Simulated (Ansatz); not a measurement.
Digermane + `[NH2][GeH3]` → `[GeH3][NH][GeH3]` + GeH₄ at 500 K and 1 bar (cleavage of the Ge–Ge bond).

Calculated with Ansatz (gas phase, PBE0-D4/def2-TZVP geometries, no zero-point term in ΔE). CCSD(T)/CBS is the MP2 limit (def2-TZVPP, def2-QZVPP) plus CCSD(T) − MP2 in def2-TZVPP, frozen cores. For Ge outer-core shells are correlated without core-valence functions, which leaves a few kJ/mol of doubt a bond. Scalar relativity is left out up to krypton.

```
           species  CCSD(T)/CBS energy (Eh)  H − E (kJ/mol)  S (J/(mol·K))
    `[GeH3][GeH3]`              -4155.81928           158.3          351.1
     `[NH2][GeH3]`              -2133.81884           158.0          315.9
`[GeH3][NH][GeH3]`              -4211.13400           208.8          414.7
              GeH₄              -2078.49493            99.4          244.6
```

H − E and S are ideal-gas, rigid-rotor, harmonic terms from PBE0-D4/def2-TZVP. 1 Eh = 2625.50 kJ/mol, R = 8.31446 J/(mol·K).

Task: By hand: ΔE, ΔH, ΔS and ΔG.

Result: ΔE = (-4211.13400) + (-2078.49493) − (-4155.81928) − (-2133.81884) = 0.00919 Eh = 24.1 kJ/mol. Δ(H − E) = 208.8 + 99.4 − 158.3 − 158.0 = -8.1, so ΔH = 16.0 kJ/mol. ΔS = 414.7 + 244.6 − 351.1 − 315.9 = -7.7 J/(mol·K). ΔG = 16.0 − 500 × (-7.7)/1000 = 19.9 kJ/mol.

Task: By hand: the equilibrium constant, and the temperature at which ΔG would vanish if ΔH and ΔS stayed fixed.

Result: log₁₀ K = −ΔG/(RT ln 10) = -2.1. ΔH and −TΔS have one sign here, so there is no such temperature.

The number of gas molecules stays the same, so ΔS is small and ΔH decides. A doubt of 5 kJ/mol in ΔE shifts log₁₀ K by 0.5 here. These are equilibria of isolated gas molecules and say nothing of rates. Largest T1 diagnostic: 0.012 (customary marks: 0.02 for closed shells, 0.045 for open ones).
